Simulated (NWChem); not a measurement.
System: SbCl2 cation; SMILES [Cl][Sb+][Cl]

NWChem input:

```
start job
memory heap 200 mb stack 900 mb global 1100 mb
charge 1
geometry units angstroms noautoz
  Sb     0.000000     0.000000     0.586487
  Cl     1.785872     0.000000    -0.887194
  Cl    -1.785872     0.000000    -0.887194
end
basis spherical
  * library def2-svp
end
ecp
  Sb library def2-ecp
end
dft
  xc xwpbe 1.00 cpbe96 1.0 hfexch 1.00
  cam 0.4 cam_alpha 0.0 cam_beta 1.0
  iterations 150
  mulliken
end
task dft energy
```

Output (shortened):

```
             Northwest Computational Chemistry Package (NWChem) 7.3.0
             --------------------------------------------------------

 C2V symmetry detected

                             Geometry "geometry" -> ""
                             -------------------------

 Output coordinates in angstroms (scale by  1.889725989 to convert to a.u.)

  No.       Tag          Charge          X              Y              Z
 ---- ---------------- ---------- -------------- -------------- --------------
    1 Sb                  51.0000     0.00000000     0.00000000     0.58947240
    2 Cl                  17.0000     1.78587200     0.00000000    -0.88420860
    3 Cl                  17.0000    -1.78587200     0.00000000    -0.88420860

 Effective nuclear repulsion energy (a.u.)     439.1174824732

      Symmetry information
      --------------------

 Group name             C2v
 Group number             16
 Group order               4
 No. of unique centers     2

 Summary of "ao basis" -> "ao basis" (spherical)
 ------------------------------------------------------------------------------
       Tag                 Description            Shells   Functions and Types
 ---------------- ------------------------------  ------  ---------------------
 Sb                         def2-svp                10       26   4s4p2d
 Cl                         def2-svp                 8       18   4s3p1d

      Symmetry analysis of basis
      --------------------------

        a1         25
        a2          7
        b1         19
        b2         11

            General Information
            -------------------
          SCF calculation type: DFT
          Wavefunction type:  closed shell.
          No. of atoms     :     3
          No. of electrons :    56
           Alpha electrons :    28
            Beta electrons :    28
          Charge           :     1
          Spin multiplicity:     1
          Use of symmetry is: on ; symmetry adaption is: on
          Maximum number of iterations: 150
          AO basis - number of functions:    62
                     number of shells:    26
          Convergence on energy requested:  1.00D-06
          Convergence on density requested:  1.00D-05
          Convergence on gradient requested:  5.00D-04

              XC Information
              --------------
                     Hartree-Fock (Exact) Exchange  1.000
                     LC-wPBE(h)Exchange Functional  1.000
            Perdew 1991 LDA Correlation Functional  1.000 local
           PerdewBurkeErnz. Correlation Functional  1.000 non-local

           Range-Separation Parameters
           ---------------------------
           Alpha           :  0.00
           Beta            :  1.00
           Gamma           :  0.40
           Short-Range HF  :     F

             Grid Information
             ----------------
          Grid used for XC integration:  medium
          Radial quadrature: Mura-Knowles
          Angular quadrature: Lebedev.
          Tag              B.-S. Rad. Rad. Pts. Rad. Cut. Ang. Pts.
          ---              ---------- --------- --------- ---------
          Sb                  1.45      123           8.0       590
          Cl                  1.00       88           9.0       590
          Grid pruning is: on
          Number of quadrature shells:   211
          Spatial weights used:  Erf1

      Superposition of Atomic Density Guess
      -------------------------------------

 Sum of atomic energies:       -1196.25935276

 Renormalizing density from      57.00 to     56

      Non-variational initial energy
      ------------------------------

 Total energy =   -1146.844956
 1-e energy   =   -2094.428101
 2-e energy   =     726.042265
 HOMO         =      -0.650419
 LUMO         =      -0.394067

      Symmetry analysis of molecular orbitals - initial
      -------------------------------------------------

  Numbering of irreducible representations:

     1 a1          2 a2          3 b1          4 b2

  Orbital symmetries:

     1 a1          2 b1          3 a1          4 b1          5 a1
     6 b1          7 a1          8 b1          9 b2         10 a2
    11 a1         12 b1         13 a1         14 b2         15 b1
    16 a1         17 a1         18 a2         19 b2         20 a1
    21 b1         22 a1         23 b1         24 a1         25 b2
    26 a2         27 b1         28 a1         29 b2         30 a1
    31 b1         32 a1         33 b1         34 a1         35 b2
    36 a1         37 a2         38 b2

     ---------------------------------------------
      Total Density - Mulliken Population Analysis
     ---------------------------------------------

    Atom       Charge   Shell Charges
 -----------   ------   -------------------------------------------------------
    1 Sb  23    21.07   2.11 -0.07  1.44  0.45  2.99  3.03  0.69  0.30  9.88  0.25
    2 Cl  17    17.46   2.00  2.00  1.35  0.61  5.96  2.41  3.13  0.01
    3 Cl  17    17.46   2.00  2.00  1.35  0.61  5.96  2.41  3.13  0.01

   convergence    iter        energy       DeltaE   RMS-Dens  Diis-err
 ---------------- ----- ----------------- --------- --------- ---------
 d= 0,ls=0.0,diis     1  -1159.6647984999 -1.38D+03  2.76D-02  1.61D+00
 d= 0,ls=0.0,diis     2  -1159.7177409428 -5.29D-02  1.40D-02  7.81D-01
 d= 0,ls=0.0,diis     3  -1159.8250980874 -1.07D-01  2.76D-03  3.11D-02
 d= 0,ls=0.0,diis     4  -1159.8293531493 -4.26D-03  5.33D-04  2.38D-04
 d= 0,ls=0.0,diis     5  -1159.8294549743 -1.02D-04  2.19D-04  3.01D-05
  Resetting Diis
 d= 0,ls=0.0,diis     6  -1159.8294733185 -1.83D-05  9.16D-05  3.48D-06
 d= 0,ls=0.0,diis     7  -1159.8294760064 -2.69D-06  2.26D-05  4.63D-07
 d= 0,ls=0.0,diis     8  -1159.8294762718 -2.65D-07  1.11D-05  1.35D-07
 d= 0,ls=0.0,diis     9  -1159.8294763433 -7.15D-08  1.13D-05  6.12D-08
 d= 0,ls=0.0,diis    10  -1159.8294763788 -3.55D-08  1.98D-06  1.92D-09

         Total DFT energy =    -1159.829476378765
      One electron energy =    -2118.098436736524
           Coulomb energy =      812.049173776176
    Exchange-Corr. energy =      -75.321092933151
 Nuclear repulsion energy =      221.540879514734

 Numeric. integr. density =       55.999999764417

                  Occupations of the irreducible representations
                  ----------------------------------------------

                     irrep           alpha         beta
                     --------     --------     --------
                     a1               12.0         12.0
                     a2                3.0          3.0
                     b1                9.0          9.0
                     b2                4.0          4.0

                       DFT Final Molecular Orbital Analysis
                       ------------------------------------

 Vector   26  Occ=2.000000D+00  E=-6.586053D-01  Symmetry=a2
              MO Center=  3.2D-14, -3.0D-16, -8.4D-01, r^2= 4.2D+00
   Bfn.  Coefficient  Atom+Function         Bfn.  Coefficient  Atom+Function
  ----- ------------  ---------------      ----- ------------  ---------------
    38      0.450286  2 Cl py                56     -0.450286  3 Cl py
    35      0.345936  2 Cl py                53     -0.345936  3 Cl py
    32      0.199734  2 Cl py                50     -0.199734  3 Cl py
    22      0.080860  1 Sb d -2              17     -0.064907  1 Sb d -2

 Vector   27  Occ=2.000000D+00  E=-6.512798D-01  Symmetry=b1
              MO Center=  1.9D-14,  1.5D-17, -8.4D-01, r^2= 4.3D+00
   Bfn.  Coefficient  Atom+Function         Bfn.  Coefficient  Atom+Function
  ----- ------------  ---------------      ----- ------------  ---------------
    37      0.373651  2 Cl px                55      0.373651  3 Cl px
    34      0.294980  2 Cl px                52      0.294980  3 Cl px
    39      0.257396  2 Cl pz                57     -0.257396  3 Cl pz
    36      0.201198  2 Cl pz                54     -0.201198  3 Cl pz
    31      0.169240  2 Cl px                49      0.169240  3 Cl px

 Vector   28  Occ=2.000000D+00  E=-6.427735D-01  Symmetry=a1
              MO Center=  1.2D-14,  5.4D-17, -3.5D-01, r^2= 4.4D+00
   Bfn.  Coefficient  Atom+Function         Bfn.  Coefficient  Atom+Function
  ----- ------------  ---------------      ----- ------------  ---------------
    39      0.405440  2 Cl pz                57      0.405440  3 Cl pz
     3     -0.345444  1 Sb s                 36      0.310528  2 Cl pz
    54      0.310528  3 Cl pz                13     -0.301648  1 Sb pz
     4     -0.186514  1 Sb s                 33      0.178883  2 Cl pz
    51      0.178883  3 Cl pz                 1      0.142520  1 Sb s

 Vector   29  Occ=0.000000D+00  E=-3.124743D-01  Symmetry=b2
              MO Center= -2.9D-15, -1.4D-13,  3.7D-01, r^2= 3.2D+00
   Bfn.  Coefficient  Atom+Function         Bfn.  Coefficient  Atom+Function
  ----- ------------  ---------------      ----- ------------  ---------------
    12      0.649305  1 Sb py                15      0.455291  1 Sb py
    38     -0.257940  2 Cl py                56     -0.257940  3 Cl py
     9     -0.218860  1 Sb py                 6     -0.175501  1 Sb py
    35     -0.165912  2 Cl py                53     -0.165912  3 Cl py
    32     -0.095204  2 Cl py                50     -0.095204  3 Cl py

 Vector   30  Occ=0.000000D+00  E=-1.993788D-01  Symmetry=b1
              MO Center= -2.0D-13, -6.0D-16,  5.3D-01, r^2= 3.7D+00
   Bfn.  Coefficient  Atom+Function         Bfn.  Coefficient  Atom+Function
  ----- ------------  ---------------      ----- ------------  ---------------
    14      0.704498  1 Sb px                11      0.598016  1 Sb px
    39     -0.329137  2 Cl pz                57      0.329137  3 Cl pz
    30     -0.269295  2 Cl s                 48      0.269295  3 Cl s
     8     -0.197127  1 Sb px                37      0.186187  2 Cl px
    55      0.186187  3 Cl px                36     -0.173273  2 Cl pz

 Vector   31  Occ=0.000000D+00  E=-1.982948D-01  Symmetry=a1
              MO Center=  2.1D-13,  3.5D-18,  1.0D-01, r^2= 3.8D+00
   Bfn.  Coefficient  Atom+Function         Bfn.  Coefficient  Atom+Function
  ----- ------------  ---------------      ----- ------------  ---------------
    16      0.606442  1 Sb pz                13      0.571171  1 Sb pz
     3     -0.509511  1 Sb s                 37     -0.404403  2 Cl px
    55      0.404403  3 Cl px                30      0.251154  2 Cl s
    48      0.251154  3 Cl s                 34     -0.211964  2 Cl px
    52      0.211964  3 Cl px                10     -0.183295  1 Sb pz

     ---------------------------------------------
      Total Density - Mulliken Population Analysis
     ---------------------------------------------

    Atom       Charge   Shell Charges
 -----------   ------   -------------------------------------------------------
    1 Sb  23    21.84   2.11 -0.07  1.54  0.30  2.98  3.03  1.26  0.46  9.78  0.45
    2 Cl  17    17.08   2.00  1.98  1.26  0.71  5.93  2.14  3.04  0.02
    3 Cl  17    17.08   2.00  1.98  1.26  0.71  5.93  2.14  3.04  0.02

     -------------------------------------------
      Total Density - Lowdin Population Analysis
     -------------------------------------------

    Atom       Charge   Shell Charges
 -----------   ------   -------------------------------------------------------
    1 Sb  23    22.14   1.30  0.68  1.17  0.69  2.79  3.04  1.25  0.86  9.52  0.84
    2 Cl  17    16.93   2.00  1.96  1.06  0.82  5.82  2.24  3.01  0.02
    3 Cl  17    16.93   2.00  1.96  1.06  0.82  5.82  2.24  3.01  0.02

     Multipole analysis of the density
     ---------------------------------

     L   x y z        total         alpha         beta         nuclear
     -   - - -        -----         -----         ----         -------
     0   0 0 0      1.000000    -28.000000    -28.000000     57.000000

     1   1 0 0     -0.000000     -0.000000     -0.000000      0.000000
     1   0 1 0      0.000000      0.000000      0.000000      0.000000
     1   0 0 1      1.190193     16.190275     16.190275    -31.190357

     2   2 0 0    -31.853567   -209.545461   -209.545461    387.237355
     2   1 1 0      0.000000      0.000000      0.000000      0.000000
     2   1 0 1      0.000000      0.000000      0.000000      0.000000
     2   0 2 0    -31.798348    -15.899174    -15.899174      0.000000
     2   0 1 1      0.000000      0.000000      0.000000      0.000000
     2   0 0 2    -31.280714    -77.373403    -77.373403    123.466092
```

Level: LC-wPBE (HJS exchange hole, range parameter 0.4 per bohr)/def2-SVP with def2 effective core potentials on Sb. Structure relaxed at the PBE-D3(BJ)/def2-SVP level. def2 effective core potentials on Sb; no spin-orbit coupling.
